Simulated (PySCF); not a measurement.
Compound: C₆H₉NO.
SMILES: `CN(C)c1ccoc1`

The closed-shell SCF was solved with PySCF and density fitting under several settings on one GFN2-xTB geometry (grid level 2 and gas phase unless stated).

```tsv
settings	basis functions	SCF cycles	E (Eh)	HOMO (eV)	LUMO (eV)	dipole (D)
PBE0/pcSseg-1	181	14	-363.5219	-5.48	0.60	1.80
CAM-B3LYP/def2-SVPD	235	13	-363.5587	-6.81	1.28	1.77
OLYP/pcSseg-0, IEF-PCM methanol	90	14	-363.0167	-4.31	-0.21	2.63
PBE0/6-31G*	130	14	-363.5583	-5.20	1.05	1.66
```

Q: Estimate the rows for these settings: (1) PBE0/6-31G-J; (2) wB97X/def2-SVPD, IEF-PCM dimethylsulfoxide; (3) B3LYP/ANO-RCC-VDZP, grid level 4.

A: 
```
                                  settings  basis functions  SCF cycles     E (Eh)  HOMO (eV)  LUMO (eV)  dipole (D)
                              PBE0/6-31G-J              132          14  -363.5104      -5.31       0.85        2.13
wB97X/def2-SVPD, IEF-PCM dimethylsulfoxide              235          14  -363.6559      -7.84       2.39        2.29
          B3LYP/ANO-RCC-VDZP, grid level 4              157          14  -364.0959      -5.14       0.12        1.72
```

Q: Over all rows, what range does the HOMO–LUMO gap span?

A: From 4.10 eV (OLYP/pcSseg-0, IEF-PCM methanol) to 10.23 eV (wB97X/def2-SVPD, IEF-PCM dimethylsulfoxide). The functional of the narrowest has no exact exchange, that of the widest range-separated exact exchange.

Q: And the dipole moment?

A: From 1.66 D (PBE0/6-31G*) to 2.63 D (OLYP/pcSseg-0, IEF-PCM methanol); the largest is 1.58 times the smallest, and the median is 1.80 D.

Q: Compare two rows with the functional PBE0: PBE0/6-31G-J and PBE0/pcSseg-1. Which energy is lower, and by how much?

A: PBE0/pcSseg-1 (181 functions) lies 0.0115 Eh or 7.2 kcal/mol below PBE0/6-31G-J (132 functions).

Cycle counts include a coarse-grid stage where the run had one. All basis functions are spherical, in the Pople sets too. ANO-RCC sets were contracted for a scalar-relativistic Hamiltonian, but ran non-relativistically here. Geometry: GFN2-xTB; no vibrations or thermal averaging.

Conformer computed: `[CH3:1][N:2]([CH3:3])[c:4]1[cH:5][cH:6][o:7][cH:8]1`: C1–N2–C4–C5 27°.
